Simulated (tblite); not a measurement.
Isomers of C4H13NSi2. Computed values, GFN2-xTB/tblite, gas phase, harmonic and unscaled. The method is semi-empirical: single wavenumbers can be off by several per cent or more. Modes of hydrogen on silicon can be 10 to 20 % off. One conformer each.

Electronic energies: GFN2-xTB at the same geometries; isomer energies are rough at this level and their order can be wrong.

```csv
SMILES,"electronic energy, lowest = 0 (kJ/mol)"
CN(C)/C([SiH3])=C\[SiH3],177.7
C=C(C)[Si@@](C)(N)[SiH3],187.4
[SiH3]N[SiH2]C1CCC1,0.0
CN[Si@H]1C[Si@H](C)C1,165.0
```

Question: How do GFN2-xTB zero-point energies change the relative energies?

Answer: 
```
                  SMILES  ZPE (kJ/mol)  of it from modes above 1550 cm⁻¹  electronic (kJ/mol)  with ZPE, lowest = 0 (kJ/mol)  lowest mode (cm⁻¹)  rings
     [SiH3]N[SiH2]C1CCC1         409.8                             212.4                  0.0                            0.0                  44      1
   CN[Si@H]1C[Si@H](C)C1         420.9                             226.6                165.0                          176.1                  31      1
CN(C)/C([SiH3])=C\[SiH3]         393.8                             213.8                177.7                          161.7                  8i      0
C=C(C)[Si@@](C)(N)[SiH3]         408.8                             236.8                187.4                          186.5                  26      0
```

The zero-point energies span 27.1 kJ/mol, from `CN(C)/C([SiH3])=C\[SiH3]` to `CN[Si@H]1C[Si@H](C)C1`. Slightly imaginary modes are left out of the zero-point energy: `CN(C)/C([SiH3])=C\[SiH3]` 8.3i cm⁻¹. The lowest isomer stays, but the order above it changes.

Question: What do entropy and thermal enthalpy add at 298.15 K and 1 bar (rigid rotor, harmonic oscillator, one conformer each)?

Answer: 
```csv
SMILES,point group,symmetry number,S (J/(mol K)),H − H(0) (kJ/mol),ZPE + H − H(0) − TS (kJ/mol)
[SiH3]N[SiH2]C1CCC1,C1,1,424.3,30.11,313.4
CN[Si@H]1C[Si@H](C)C1,C1,1,433.3,31.89,323.6
C=C(C)[Si@@](C)(N)[SiH3],C1,1,465.9,36.38,306.3
```

Not tabulated: `CN(C)/C([SiH3])=C\[SiH3]` (lowest mode only 8i cm⁻¹).
